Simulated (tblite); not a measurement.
Problem. Write a Z-matrix for `C[C@H](C[SiH3])C(=O)C[SiH3]` as optimised with GFN2-xTB.

Solution. 
Z-matrix in Å and degrees, rows numbered from 1:
```
C 
C   1  1.5282
C   2  1.5291  1  112.35
Si  3  1.9057  2  114.36  1    65.07
C   2  1.5236  1  110.36  3  -123.81
O   5  1.2111  2  120.76  1  -116.03
C   5  1.4906  2  117.79  1    65.38
Si  7  1.9173  5  109.58  2   108.07
H   1  1.0881  2  111.25  3    53.45
H   1  1.0875  2  109.94  3   -66.52
H   1  1.0884  2  110.28  3   173.99
H   2  1.0960  1  108.34  3   120.44
H   3  1.0916  2  109.50  1   -58.05
H   3  1.0930  2  108.33  1  -173.75
H   4  1.4653  3  110.44  2   -74.85
H   4  1.4630  3  109.58  2    46.07
H   4  1.4637  3  108.07  2   166.24
H   7  1.0870  5  112.51  2   -16.02
H   7  1.0900  5  108.04  2  -136.01
H   8  1.4652  7  107.23  5   162.60
H   8  1.4573  7  109.39  5    41.87
H   8  1.4655  7  109.26  5   -79.54
```

Of the pairs four or more bonds apart, Si4···H10 is among the closest relative to their van der Waals radii: 2.98 Å, 90 % of the sum of Bondi's values. The C–C distances run from 1.491 Å (C5–C7, drawn single) to 1.529 Å (C2–C3, drawn single), a spread of 0.038 Å. Si4 (SiH3 silicon) is tetrahedral (angles from 108.1° to 110.4°). Si8 (SiH3 silicon) is tetrahedral (angles from 107.2° to 111.2°).

The geometry is computed with GFN2-xTB (gas phase).

Point group: C1 (no symmetry element, even within 0.4 Å). Its GFN2-xTB frequencies are all real (lowest 38 cm⁻¹). One conformer, not necessarily the lowest (C1–C2–C3–Si4 65°, C1–C2–C5–O6 -116°, C2–C5–C7–Si8 108°). 3 starts were optimised and ended at 0.00, 0.34 and 1.45 kcal/mol (GFN2-xTB); the lowest of these is shown.

On Intel Xeon 6975P-C, one thread, shared host, this took 0.94 s of wall time. These figures are those of the optimisation.
